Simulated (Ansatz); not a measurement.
Consider the cleavage of the Ge–Si bond: `Cl[SiH2][GeH2][Cl]` + `O[SiH2]F` → `F[SiH2][O][GeH2][Cl]` + `[SiH3]Cl`.

Computed with Ansatz on PBE0-D4/def2-TZVP structures; ΔE is electronic, products minus reactants. CCSD(T)/CBS is the MP2 limit (def2-TZVPP, def2-QZVPP) plus CCSD(T) − MP2 in def2-TZVPP, frozen cores. This one scheme is used for every species. DFT in def2-TZVPP. HSE06 is defined as in plane-wave codes. For Ge outer-core shells are correlated without core-valence functions, which leaves a few kJ/mol of doubt a bond. Scalar relativity is left out up to krypton. One conformer a species, not always the lowest.

```json
{"level": "HSE06-D4", "ΔE (kJ/mol)": "-23.7", "difference from CCSD(T)/CBS": "12.9"}
{"level": "ωB97X-V", "ΔE (kJ/mol)": "-39.9", "difference from CCSD(T)/CBS": "-3.3"}
{"level": "ωB97M-V", "ΔE (kJ/mol)": "-37.8", "difference from CCSD(T)/CBS": "-1.2"}
{"level": "PBE", "ΔE (kJ/mol)": "-18.4", "difference from CCSD(T)/CBS": "18.2"}
{"level": "r2SCAN", "ΔE (kJ/mol)": "-33.0", "difference from CCSD(T)/CBS": "3.6"}
{"level": "PBE0", "ΔE (kJ/mol)": "-23.9", "difference from CCSD(T)/CBS": "12.7"}
{"level": "MP2/def2-SVP", "ΔE (kJ/mol)": "-58.7", "difference from CCSD(T)/CBS": "-22.1"}
{"level": "HF/def2-QZVPP", "ΔE (kJ/mol)": "-64.2", "difference from CCSD(T)/CBS": "-27.6"}
{"level": "MP2/def2-QZVPP", "ΔE (kJ/mol)": "-42.0", "difference from CCSD(T)/CBS": "-5.4"}
{"level": "MP2/CBS(def2)", "ΔE (kJ/mol)": "-38.9", "difference from CCSD(T)/CBS": "-2.3"}
{"level": "CCSD(T)/CBS", "ΔE (kJ/mol)": "-36.6", "difference from CCSD(T)/CBS": "0"}
```

Largest T1 diagnostic among the species: 0.011.

Leaving LDA and LC-ωPBE aside and taking each functional with its dispersion term where it has one, the values, not all of them listed here, spread over 25.8 kJ/mol, from BHLYP-D4 to PBE-D4. At CCSD(T), def2-SVP lies −19.0 kJ/mol from the extrapolated value and def2-TZVPP −5.7 kJ/mol.
